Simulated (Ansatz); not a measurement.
The cluster YO2H, relaxed as a singlet with RKS PBE-D4/def2-TZVP in Ansatz, starting from the GFN2-xTB geometry. Force threshold 0.02 eV/Å.

In the def2 sets Y takes a core potential; there is no spin–orbit coupling. The structure holds 1 bond(s) between oxygen atoms. The structure comes from a short search, and lower isomers may exist.

Start:

Cartesian coordinates in Å:
```
Y -0.338 0.258 -0.052
O 0.843 -0.815 0.791
O 0.889 -0.954 -0.581
H -1.394 1.511 -0.158
```

| step | energy (eV) | largest force component (eV/Å) | SCF passes |
| --- | --- | --- | --- |
| 1 | -5146.5940 | 6.493 | 25 |
| 2 | -5148.6743 | 2.928 | 35 |
| 3 | -5149.4637 | 0.522 | 36 |
| 4 | -5149.6158 | 0.316 | 34 |
| 5 | -5149.6859 | 0.867 | 34 |
| 6 | -5149.7248 | 0.430 | 29 |
| 7 | -5149.7472 | 0.102 | 29 |
| 8 | -5149.7501 | 0.087 | 30 |
| 9 | -5149.7510 | 0.073 | 30 |
| 10 | -5149.7516 | 0.005 | 30 |

Force components are those of the run's own axes.

End:

```csv
atom,x (Å),y (Å),z (Å)
Y1,-0.800,-0.237,-0.014
O2,0.952,-0.690,0.845
O3,1.010,-0.806,-0.654
H4,-1.162,1.733,-0.177
```

By distances, no bond broke or formed. The bond that changes most is Y1–H4, from 1.64 to 2.01 Å (atoms count from 1).

No frequencies were taken in this run, so the end may be a saddle point.

It took 8 s on 4 threads of AMD EPYC 7B13 on a shared host.
